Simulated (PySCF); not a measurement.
C5H6ClN.
SMILES: `N#C[C@H]1C[C@@H](Cl)C1`

Vertical excitations from PySCF (density fitting, frozen core in the response, grid level 2 and gas phase unless stated; continuum runs use non-equilibrium linear response for the excitations) on a GFN2-xTB geometry. Reference run:

| settings | S1, eV (f) | S2, eV (f) | S3, eV (f) | S4, eV (f) | S5, eV (f) | S6, eV (f) | T1, eV (Tamm–Dancoff) | mean α (au) |
| --- | --- | --- | --- | --- | --- | --- | --- | --- |
| PBE0/def2-SVPD, full TDDFT, 6 singlets | 7.25 (0.001) | 7.28 (0.000) | 7.58 (0.000) | 7.68 (0.006) | 7.79 (0.012) | 7.90 (0.018) | 6.33 | 73.0 |

What do these settings give: CAM-B3LYP/6-31G, IEF-PCM dichloromethane, start guess atom, full TDDFT, 3 singlets?

| settings | S1, eV (f) | S2, eV (f) | S3, eV (f) | S4, eV (f) | S5, eV (f) | S6, eV (f) | T1, eV (Tamm–Dancoff) | mean α (au) |
| --- | --- | --- | --- | --- | --- | --- | --- | --- |
| CAM-B3LYP/6-31G, IEF-PCM dichloromethane, start guess atom, full TDDFT, 3 singlets | 7.84 (0.002) | 7.85 (0.000) | 7.92 (0.000) | – | – | – | 6.58 | 68.6 |

S1 moves by +0.59 eV; functional, basis and environment change together, so the shift can't be laid on one. States are counted by energy in each run and needn't keep their character from row to row.

Give the leading configurations of S1 (H = HOMO, L = LUMO) and the HOMO–LUMO gap of each run.

```tsv
settings	S1 configurations (weight)	S1 (eV)	orbital gap (eV)	S1 − gap (eV)
PBE0/def2-SVPD, full TDDFT, 6 singlets	H→L+1 0.67, H→L 0.28	7.25	8.74	-1.49
CAM-B3LYP/6-31G, IEF-PCM dichloromethane, start guess atom, full TDDFT, 3 singlets	H→L+1 0.94	7.84	11.91	-4.07
```

One conformer (not necessarily the lowest) at the GFN2-xTB geometry, without vibrations or thermal averaging.
